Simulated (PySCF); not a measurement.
```xyz
3
charge 1 multiplicity 1, angstrom
Cl    0.0000    0.0000   -1.6987
Sr    1.8418    0.0000    0.3395
Sr   -1.8418    0.0000    0.3395
```

Computed with PBE0 in PySCF with Cl def2-TZVP, Sr def2-TZVP with ECP28; scalar-relativistic core potentials, no spin–orbit coupling; density-fitted integrals.

This geometry of Sr₂Cl⁺ is a stationary point at this level.

Task: What is the point group?

Result: C2v.

Task: Is it a minimum?

Result: Yes: all harmonic wavenumbers are real.

Task: List the harmonic modes with their infrared intensities.

Result: 
```
symmetry  ω (cm⁻¹)  IR (km/mol)
      a1       110          2.4
      b2       163          2.5
      a1       237         30.6
```

Task: What are the dipole moment and the gap between the highest occupied and lowest empty levels?

Result: 3.03 D about the centre of mass and 2.17 eV.

Task: Give the atomic charges and bond orders.

Result: 
```
 atom  Mulliken  Löwdin  polar tensor  Mayer order to Cl1
  Cl1     -0.54   -0.03         -0.19                   –
Sr2,3      0.77    0.52          0.60                0.40
```
Other Mayer orders above 0.3: Sr–Sr 1.01.

In C2v the vibrations span 2a1 + b2. Here b1 is antisymmetric to the molecular plane and b2 lies in it.

Only a few start shapes were tried, so a lower isomer may exist.
